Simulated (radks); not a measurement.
Results of a calculation; reference values are marked as such.
Polarisability of the antimony ion Sb3+, [Kr] 4d10 5s2, at imaginary frequency. Code: a radial shooting solver on a logarithmic mesh with Libxc functionals. Model: scalar-relativistic Kohn-Sham, exchange-only LDA, spin-polarised, spherical densities, finite nucleus; Fermi nuclear charge, rms radius 4.6802 fm. Response by self-consistent Sternheimer equations with the Hartree and adiabatic exchange-only LDA kernel, the relativistic mass of each level held fixed and spin-orbit coupling left out.

w (hartree)  alpha1(iw) (bohr^3)  alpha2(iw) (bohr^5)
0.00266                    10.14                29.31
0.0143                     10.13                29.30
0.0360                     10.09                29.26
0.0697                     9.951                29.12
0.118                      9.615                28.77
0.186                      8.950                28.02
0.280                      7.853                26.54
0.413                      6.385                23.94
0.605                      4.813                19.92
0.892                      3.431                14.75
1.35                       2.343                9.484
2.12                       1.485                5.265
3.59                      0.7910                2.483
6.94                      0.3024               0.8872
17.5                     0.06875               0.1717

Static values: alpha1 = 10.14 bohr^3 (1.503 angstrom^3; uncoupled 19.25), alpha2 = 29.31 bohr^5, alpha3 = 167.4 bohr^7. C6 = 48.67, C8 = 842.5, triple-dipole C9 = 331.4 atomic units. One-pole (London) frequency 4 C6 / (3 alpha1^2) = 0.631 hartree, against 1.397 for minus the highest occupied eigenvalue.
